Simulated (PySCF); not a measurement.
Gallium: a sound run and one with changed settings

Sound run: Ga [Ar] 3d10 4s2 4p1, Ga+ [Ar] 3d10 4s2. Calculation: PySCF 2.14, in cc-pVTZ-PP with ECP10MDF (5s4p3d1f, 39 functions); scalar relativity through the core potential. In the sound run the correlated levels freeze 3s2 3p6 3d10 outside the core potential. The sound run starts from symmetry-adapted Hartree-Fock orbitals and uses a fine grid where one is needed.

Changed run: a valence shell is frozen. This setting is unsound on purpose.

Ionisation energy of Ga:

| method | sound run (eV) | changed run (eV) |
| --- | --- | --- |
| UHF | 5.532 | 5.532 |
| MP2 | 5.738 | 5.532 |
| SCS-MP2 | 5.720 | 5.532 |
| CCSD | 5.797 | 5.532 |
| CCSD(T) | 5.821 | 5.532 |
| CCSDT | n/a | 5.532 |
| FCI | n/a | 5.532 |

Freezing a valence shell removes pair correlation that changes on ionisation.

For comparison, NIST gives 5.999 eV between the lowest levels.
